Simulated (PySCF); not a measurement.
## Spinor energies of Mn (manganese, neutral)

Start: [Ar] 3d5 4s2; 3d5/2 filled at m_j = -3/2, -1/2, +1/2, +3/2, +5/2. Calculated with PySCF 2.14 in x2c-TZVPall-2c with one added diffuse shell each of s, p, d type (7s8p5d1f, 63 functions): generalised Hartree-Fock with the X2C-1e Hamiltonian and a Gaussian nucleus; one run each with spin-orbit coupling (SO) switched off, then screened by Boettger's factors. This is a chosen level, not necessarily the ground level.

```tsv
spinor shell	electrons	ε, spin-free (eV)	ε, screened SO (eV)	weight of nominal j (screened SO)	rms radius, screened SO (bohr)
1s1/2	2	-6598.4	-6598.4	1.000	0.0703
2s1/2	2	-803.49	-803.47	1.000	0.302
2p1/2	2	-677.06	-684.51	0.978	0.271
2p3/2	4	-677.06	-673.40	0.989	0.274
3s1/2	2	-105.64	-105.64	1.000	0.915
3p1/2	2	-67.778	-68.241	0.664	0.986
3p3/2	4	-67.778	-67.556	0.832	0.990
3d5/2	5	-17.094	-17.093	0.593	1.29
4s1/2	2	-6.880	-6.880	1.000	3.63
```

| quantity | spin-free | screened SO |
| --- | --- | --- |
| E (hartree) | -1157.36638 | -1157.38172 |
| M_J | 5/2 | 5/2 |
| ⟨J²⟩ | 8.772 | 8.772 |
| ⟨L²⟩ | 0.000 | 0.002 |
| ⟨S²⟩ | 8.772 | 8.771 |

Each row is a mean over spinors that exchange with the open shell spreads, by up to 13.912 eV (3p3/2).

Rows whose weight is well below 1 are mixtures of j = l ± 1/2: exchange outweighs spin-orbit coupling there, and the label is only the starting occupation.

Without spin-orbit coupling the j labels of p, d and f shells carry no meaning; the spin-free column gives the mean over the occupied spinors of each nl shell.
